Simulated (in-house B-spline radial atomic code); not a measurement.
Yb²⁺. Computed with a B-spline radial atomic code. Model: non-relativistic spherical atom: semilocal Troullier-Martins pseudo-atom, one channel per l, against all electrons, high spin, G0W0 and RPA with empty states to l = 8, local potential for every l without a channel, a model core (radius 0 = none) keeps its share of the functional.

A spurious bound state in the pseudo-atom.

The core holds an angular momentum without a channel of its own, so the local potential lets valence electrons into it.

Without relativity these are model numbers for so heavy an element.

What the tables leave out is listed at the end.

The pseudopotential gives back the lowest level of each angular momentum of its own functional in the configuration it was made in; a second state of the same l is only approximately right. Exact exchange, RPA and GW see the smooth pseudo-orbitals and miss the exchange with the core, for which the functional's share stands in. The column with an uncorrelated core keeps all orbitals and exact exchange, and so separates missing core correlation from pseudisation. Only the three outermost levels and the lowest empty one were computed. RPA here is direct RPA, with no exchange kernel, and its energies carry an (l + 1/2)⁻⁴ tail. A hybrid on a potential with a model core restores only its own semilocal share of the core's exchange.

Command:
```bash
python run_psgw.py task.json out
```
Settings (lengths in bohr, energies in hartree):
```
Z                      70
electrons              68
configuration          [Xe] 4f14
generated_in           [Xe] 4f14
functional             lda,vwn
core_shells            11
radius_factor          1.3
core_correction        False
```

Run time, properties included: 12 s on 1 thread of Intel(R) Xeon(R) 6975P-C (Granite Rapids), with other jobs on the host.

Given: made with LDA VWN5; model core radius 0 bohr; local radius 2.292 bohr; mean-field start Hartree-Fock.

Valence shells of the generating configuration: 4f.

Channel: s 3.4, d 2.358, f 2.097 (radii in bohr).

Computed: largest level miss in the spin-unpolarised generating configuration 0 eV; valence RPA correlation energy pseudo -1.478 hartree; all-electron RPA polarisability, core included 4.1825 bohr³; pseudo-atom RPA polarisability 2.9135 bohr³.

| level | occupied | mean-field all-electron (eV) | mean-field pseudo minus all (eV) | G0W0 all-electron (eV) | G0W0 uncorrelated core minus all (eV) | G0W0 pseudo minus all (eV) | exchange self-energy all-electron (eV) | exchange self-energy pseudo (eV) |
| --- | --- | --- | --- | --- | --- | --- | --- | --- |
| 4f | 1 | -33.414 | 7.542 | -30.001 | -1.161 | 3.456 | -76.888 | -33.244 |

**Question.** What is the valence RPA correlation energy all-electron orbitals?

**Answer.** -0.88606 hartree.

Among the listed levels the largest G0W0 shift of the pseudo-atom is +3.46 eV, for 4f on the Hartree-Fock start, while leaving the core uncorrelated moves that level by -1.16 eV.  Not in the tables (levels of low weight, unsolved or above zero; the highest and the empty levels are kept at any weight): the LDA start was refused, since an empty level lay at or below an occupied one; the PBE0 start was refused, since an empty level lay at or below an occupied one; on Hartree-Fock the pseudo-atom's empty level 6p at -22.7 eV, below the lowest empty all-electron level, a spurious state that also inflates its RPA energy and polarisability.
